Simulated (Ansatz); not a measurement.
Ideal-gas functions of ClCuF3P (`F[P+](F)(F)[Cu-][Cl]`) at 600 K and 1 bar, from an Ansatz frequency run at PBE0-D4/def2-TZVP.

Molar mass 186.97 g/mol, point group C3v (symmetry number 3), electronic degeneracy 1, moments of inertia 106.214, 681.332, 681.341 u Å². Harmonic wavenumbers (cm⁻¹, unscaled): 58, 58, 184, 184, 221, 364, 364, 424, 521, 932, 944, 944.

Use S(trans) = R[1.5 ln M + 2.5 ln T − 1.1517]; rotational temperatures θ = 24.2544 K / I; S(rot) = R[ln(√π/σ · √(T³/θAθBθC)) + 1.5]; for each mode x = 1.438777 ν̃/T, S = R[x/(eˣ − 1) − ln(1 − e⁻ˣ)] and H = RT x/(eˣ − 1); 1 cm⁻¹ = 0.0119627 kJ/mol; R = 8.31446 J/(mol·K).

By hand: the entropy, in J/(mol·K).

Translation 188.6. Rotation: θ = 0.2284, 0.0356, 0.0356 K, giving 121.7. Vibration, mode by mode: 24.72, 24.72, 15.18, 15.18, 13.69, 9.70, 9.70, 8.53, 6.98, 3.17, 3.10, 3.10, in all 137.8. Electronic 0.0. Sum 448.1 J/(mol·K).

By hand: H − E and G − E in kJ/mol, counted from the electronic energy.

Zero-point energy ½ × 5198 × 0.0119627 = 31.1; thermal vibration 36.6; translation, rotation and pV give 4 RT = 20.0. H − E = 87.7 kJ/mol, and G − E = 87.7 − 600 × 448.1/1000 = -181.2 kJ/mol.

Vibration gives 31 % of the entropy, 49.4 J/(mol·K) of it from the modes under 150 cm⁻¹: soft modes count most, and the harmonic formula is weakest for them. The sum counts one conformer and one mirror image; others add a mixing term.
